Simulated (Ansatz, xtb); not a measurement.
System: BBr₂, net charge -1, singlet state. SMILES of the parent species: Br[B]Br
Structure (B3LYP-D3(BJ)/def2-TZVP (Ansatz, a quantum-chemistry and plane-wave program) minimum search):
```xyz
3

B      0.8106    -0.6308     0.6912
Br     1.1472     0.3573    -1.1777
Br    -1.2630    -0.2671     1.0790
```
Charge -1, spin multiplicity 1.

Harmonic wavenumbers from GFN2-xTB (xtb, at its own minimum), cm⁻¹: 151, 326, 535.

Q: Give the harmonic wavenumbers at B3LYP-D3(BJ)/def2-TZVP (Ansatz, finite differences of forces, unscaled).

A: 130, 355, 436 cm⁻¹. Zero-point energy 1.3 kcal/mol.

Q: From these and the geometry, give the ideal-gas thermochemistry at 298.15 K and 1 atm (rigid rotor, harmonic oscillator).

A: Point group C2v, rotational symmetry number 2. Rotational constants 28.37, 1.12, 1.078 GHz. S(trans) 41.31, S(rot) 25.27, S(vib) 4.93, S(elec, spin only) 0.00, S 71.5 cal/(mol K). H(298) - H(0) 3.19 kcal/mol; G - E(el) -16.8 kcal/mol.
